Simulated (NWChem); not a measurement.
Program: NWChem. System: B2Cl4, charge 1, spin multiplicity 2, at the geometry of a parent with another charge or spin, in a state set for the comparison that need not be this species' ground state. Its SCF solution wasn't tested for a lower state. Level: UHF/def2-SVP.

The NWChem input:

```
start mol
memory heap 200 mb stack 900 mb global 1100 mb
charge 1
geometry units angstroms nocenter noautoz
  Cl    -1.099188    -1.045321     1.741531
  B      0.000000     0.000000     0.849066
  Cl     1.099188     1.045321     1.741531
  B      0.000000     0.000000    -0.849066
  Cl    -1.099188     1.045321    -1.741531
  Cl     1.099188    -1.045321    -1.741531
  symmetry group D2
end
basis spherical
  * library def2-svp
end
scf
  uhf
  nopen 1
  maxiter 100
  thresh 1e-7
  semidirect memsize 60000000 filesize 0
  # guess.movecs holds the orbitals of an unrestricted PBE0 run
  vectors input guess.movecs output mol.movecs
end
task scf energy
```

NWChem printed:

```
             Northwest Computational Chemistry Package (NWChem) 7.3.0
             --------------------------------------------------------

                                NWChem Input Module
                                -------------------

 Scaling coordinates for geometry "geometry" by  1.889725989
 (inverse scale =  0.529177249)

 Turning off AUTOSYM since
 SYMMETRY directive was detected!

                             Geometry "geometry" -> ""
                             -------------------------

 Output coordinates in angstroms (scale by  1.889725989 to convert to a.u.)

  No.       Tag          Charge          X              Y              Z
 ---- ---------------- ---------- -------------- -------------- --------------
    1 Cl                  17.0000    -1.09918800    -1.04532100     1.74153100
    2 B                    5.0000     0.00000000     0.00000000     0.84906600
    3 Cl                  17.0000     1.09918800     1.04532100     1.74153100
    4 B                    5.0000     0.00000000     0.00000000    -0.84906600
    5 Cl                  17.0000    -1.09918800     1.04532100    -1.74153100
    6 Cl                  17.0000     1.09918800    -1.04532100    -1.74153100

 Effective nuclear repulsion energy (a.u.)     420.3282864664

            Nuclear Dipole moment (a.u.)
            ----------------------------
        X                 Y               Z
 ---------------- ---------------- ----------------
     0.0000000000     0.0000000000     0.0000000000

      Symmetry information
      --------------------

 Group name             D2
 Group number             11
 Group order               4
 No. of unique centers     2

      Symmetry unique atoms

     1    2


 Summary of "ao basis" -> "" (spherical)
 ------------------------------------------------------------------------------
       Tag                 Description            Shells   Functions and Types
 ---------------- ------------------------------  ------  ---------------------
 *                          def2-svp                  on all atoms

 Summary of "ao basis" -> "ao basis" (spherical)
[...]
    76     -0.201695  5 Cl py                94     -0.201695  6 Cl py

 center of mass
 --------------
 x =   0.00000000 y =   0.00000000 z =   0.00000000

 moments of inertia (a.u.)
 ------------------
        2117.452328891829           0.000000000000           0.000000000000
           0.000000000000        2175.154170649967           0.000000000000
           0.000000000000           0.000000000000        1149.313987577982

  Mulliken analysis of the total density
  --------------------------------------

    Atom       Charge   Shell Charges
 -----------   ------   -------------------------------------------------------
    1 Cl  17    16.93   2.00  1.99  1.25  0.69  5.94  2.08  2.95  0.03
    2 B    5     4.65   1.99  0.87  0.04  1.37  0.25  0.13
    3 Cl  17    16.93   2.00  1.99  1.25  0.69  5.94  2.08  2.95  0.03
    4 B    5     4.65   1.99  0.87  0.04  1.37  0.25  0.13
    5 Cl  17    16.93   2.00  1.99  1.25  0.69  5.94  2.08  2.95  0.03
    6 Cl  17    16.93   2.00  1.99  1.25  0.69  5.94  2.08  2.95  0.03

  Mulliken analysis of the alpha density
  --------------------------------------

    Atom       Charge   Shell Charges
 -----------   ------   -------------------------------------------------------
    1 Cl  17     8.55   1.00  1.00  0.63  0.34  2.97  1.08  1.51  0.01
    2 B    5     2.40   1.00  0.46  0.01  0.77  0.09  0.07
    3 Cl  17     8.55   1.00  1.00  0.63  0.34  2.97  1.08  1.51  0.01
    4 B    5     2.40   1.00  0.46  0.01  0.77  0.09  0.07
    5 Cl  17     8.55   1.00  1.00  0.63  0.34  2.97  1.08  1.51  0.01
    6 Cl  17     8.55   1.00  1.00  0.63  0.34  2.97  1.08  1.51  0.01

   Mulliken analysis of the beta density
   -------------------------------------

    Atom       Charge   Shell Charges
 -----------   ------   -------------------------------------------------------
    1 Cl  17     8.38   1.00  1.00  0.62  0.35  2.97  0.99  1.43  0.02
    2 B    5     2.25   1.00  0.42  0.02  0.60  0.16  0.06
    3 Cl  17     8.38   1.00  1.00  0.62  0.35  2.97  0.99  1.43  0.02
    4 B    5     2.25   1.00  0.42  0.02  0.60  0.16  0.06
    5 Cl  17     8.38   1.00  1.00  0.62  0.35  2.97  0.99  1.43  0.02
    6 Cl  17     8.38   1.00  1.00  0.62  0.35  2.97  0.99  1.43  0.02

   Mulliken analysis of the spin density
   -------------------------------------

    Atom       Charge   Shell Charges
 -----------   ------   -------------------------------------------------------
    1 Cl  17     0.17   0.00  0.00  0.00 -0.00  0.00  0.09  0.08 -0.00
    2 B    5     0.16   0.00  0.04 -0.01  0.18 -0.06  0.01
    3 Cl  17     0.17   0.00  0.00  0.00 -0.00  0.00  0.09  0.08 -0.00
    4 B    5     0.16   0.00  0.04 -0.01  0.18 -0.06  0.01
    5 Cl  17     0.17   0.00  0.00  0.00 -0.00  0.00  0.09  0.08 -0.00
    6 Cl  17     0.17   0.00  0.00  0.00 -0.00  0.00  0.09  0.08 -0.00

       Multipole analysis of the density wrt the origin
       ------------------------------------------------

     L   x y z        total         alpha         beta         nuclear
     -   - - -        -----         -----         ----         -------
     0   0 0 0      1.000000    -39.000000    -38.000000     78.000000

     1   1 0 0     -0.000000     -0.000000      0.000000      0.000000
     1   0 1 0     -0.000000     -0.000000     -0.000000      0.000000
     1   0 0 1      0.000000     -0.000000      0.000000      0.000000

     2   2 0 0    -39.801349   -168.259563   -164.935322    293.393536
     2   1 1 0      0.000000      0.000000      0.000000      0.000000
     2   1 0 1      0.000000      0.000000     -0.000000      0.000000
     2   0 2 0    -40.052072   -154.209296   -151.184737    265.341961
     2   0 1 1     -0.000000      0.000000     -0.000000      0.000000
     2   0 0 2    -34.220492   -402.930074   -393.528331    762.237914

 Task  times  cpu:        1.0s     wall:        1.0s

 Total times  cpu:        1.0s     wall:        1.0s
```
